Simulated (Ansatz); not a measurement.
`[F][GeH]1[CH2]O[CH2]1`, relaxed with RKS PBE0-D4/def2-TZVP in Ansatz 0.2.0 from a PBE-D4/def2-SVP geometry. The force threshold is 0.005 eV/Å; the program also tests the step.

The species carries charge 0 and has multiplicity 1.

Start:

```xyz
10

F     1.580    1.018   -1.675
Ge    1.050    0.010   -0.321
C    -0.283    0.809    0.936
O    -1.131   -0.335    0.730
C    -0.710   -0.916   -0.516
H     2.338   -0.719    0.165
H    -0.051    0.938    2.014
H    -0.721    1.755    0.538
H    -0.784   -2.023   -0.479
H    -1.288   -0.538   -1.392
```

| step | energy (eV) | largest force (eV/Å) | largest move (Å) |
| --- | --- | --- | --- |
| 1 | -63425.7828 | 0.602 | 0.000 |
| 2 | -63425.8293 | 0.287 | 0.025 |
| 3 | -63425.8357 | 0.038 | 0.024 |
| 4 | -63425.8364 | 0.022 | 0.013 |
| 5 | -63425.8375 | 0.057 | 0.046 |
| 6 | -63425.8379 | 0.047 | 0.024 |
| 7 | -63425.8380 | 0.035 | 0.020 |
| 8 | -63425.8381 | 0.012 | 0.003 |
| 9 | -63425.8381 | 0.002 | 0.002 |

End:

```xyz
10

F     1.508    1.014   -1.648
Ge    1.031    0.005   -0.309
C    -0.272    0.812    0.930
O    -1.200   -0.241    0.639
C    -0.699   -0.914   -0.523
H     2.328   -0.692    0.137
H    -0.054    0.848    1.999
H    -0.644    1.788    0.600
H    -0.758   -1.997   -0.396
H    -1.240   -0.623   -1.430
```

Run time 19 s (4 threads of an Intel Xeon 6975P-C on a shared host); peak host memory 0.57 GiB.
